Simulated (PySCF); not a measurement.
Te(H)(iPr) (C3H8Te), SMILES CC([TeH])C. Geometry: PBE-D3(BJ)/def2-SVP. The def2 effective core potentials stand for the cores of Te; spin–orbit coupling is left out.

Question: Give the equilibrium geometry at PBE-D3(BJ)/def2-SVP (PySCF confirms it by a frequency run) as bond lengths and angles. (Estimate from the structure and the level; the computed values follow.)

Answer: 
Atoms: Te1 H2 C3 C4 C5 H6 H7 H8 H9 H10 H11 H12. Bonds (Å): Te1–H2 1.683, Te1–C3 2.223, C3–C4 1.523, C3–C5 1.526, C3–H6 1.108, C4–H7 1.113, C4–H8 1.109, C4–H9 1.108, C5–H10 1.108, C5–H11 1.111, C5–H12 1.110. Angles (°): H2–Te1–C3 92.7, Te1–C3–C4 111.5, Te1–C3–C5 107.5, Te1–C3–H6 103.7, C4–C3–C5 113.2, C4–C3–H6 110.6, C5–C3–H6 109.9, C3–C4–H7 109.8, C3–C4–H8 111.3, C3–C4–H9 112.2, H7–C4–H8 107.9, H7–C4–H9 107.6, H8–C4–H9 107.9, C3–C5–H10 112.3, C3–C5–H11 109.8, C3–C5–H12 111.5, H10–C5–H11 107.6, H10–C5–H12 108.2, H11–C5–H12 107.2.
Charge 0, spin multiplicity 1.
